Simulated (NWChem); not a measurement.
System: C2H3O2, doublet; SMILES CC([O])=O

Question: Give the equilibrium geometry at PBE0/def2-SVP, spin-unrestricted (NWChem) as a list of bonds and angles, with the point group.

Answer: point group C1; any orientation.
Bonds (Å): C1–C2 1.487, C1–H5 1.101, C1–H6 1.098, C1–H7 1.099, C2–O3 1.250, C2–O4 1.252. Angles (°): C2–C1–H5 108.9, C2–C1–H6 110.3, C2–C1–H7 109.8, H5–C1–H6 109.2, H5–C1–H7 108.0, H6–C1–H7 110.6, C1–C2–O3 124.3, C1–C2–O4 123.9, O3–C2–O4 111.8.
